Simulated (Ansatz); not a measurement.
Ansatz (an electronic-structure program) input (CCSD(T)/6-31G):

Ansatz 0.2 input:
```yaml
crystal:
  periodic: [false, false, false]
  atoms:
    - {symbol: N, position_ang: [1.54381460, -1.22435036, 0.27239068]}
    - {symbol: Al, position_ang: [-0.00162364, -0.39591429, 0.10825020]}
    - {symbol: N, position_ang: [-1.55367806, -1.18079781, 0.38522075]}
    - {symbol: Cl, position_ang: [0.00670852, 1.63583450, -0.44726702]}
    - {symbol: H, position_ang: [1.66890943, -2.18950021, 0.53108353]}
    - {symbol: H, position_ang: [2.43472258, -0.78149895, 0.11550475]}
    - {symbol: H, position_ang: [-2.44085127, -0.71294554, 0.29310366]}
    - {symbol: H, position_ang: [-1.68667412, -2.14231875, 0.65331488]}
basis:
  gaussian:
    orbitals: 6-31G
magnetization: {spin_polarized: false}
correlation: {method: ccsd_t, electrons: outside_noble_gas}
```

End of the output:

```
integrals: 0.03 GiB planned
670 factors; integrals over basis functions are off by at most 2.5e-4 eV
0.39 GiB of device memory are held for the factors and their scratch space
mean field: 0.17 GiB planned
mean field evaluation 1: about -22110.8651 eV, gradient 4.1e1 eV
mean field evaluation 2: about -22110.8688 eV, gradient 4.1e1 eV
mean field evaluation 4: about -22114.3759 eV, gradient 2.0e0 eV
mean field evaluation 8: about -22114.3905 eV, gradient 7.8e-5 eV
mean field evaluation 16: about -22114.3826 eV, gradient 9.9e-2 eV
mean field -22114.39047624 eV, -812.6888603298 hartree, gradient 1.9e-6 eV, S^2 0.000000; 0 other end points of the search recorded, 0 dependent functions left out
12 core orbitals not correlated
reference -22114.39047624 eV, -812.6888603298 hartree; 12, 12 occupied and 28, 28 virtual orbitals, 670 factors
second order -7.93975250 eV of doubles, -0.00000000 eV of singles
coupled cluster: 0.20 GiB planned
cycle   1  -8.25488237 eV  change   -3.2e-1 eV  update   8.0e-2
cycle   2  -8.53344334 eV  change   -2.8e-1 eV  update   2.5e-2
cycle   3  -8.60787515 eV  change   -7.4e-2 eV  update   1.2e-2
cycle   4  -8.60827124 eV  change   -4.0e-4 eV  update   2.7e-3
cycle   5  -8.60733364 eV  change    9.4e-4 eV  update   9.5e-4
cycle   6  -8.60716105 eV  change    1.7e-4 eV  update   2.5e-4
cycle   7  -8.60704915 eV  change    1.1e-4 eV  update   7.2e-5
cycle   8  -8.60704211 eV  change    7.0e-6 eV  update   2.2e-5
perturbative correction -0.15578233 eV, -0.0057248951 hartree
Total energy: -22123.15330069 eV, -813.0108881884 hartree
```
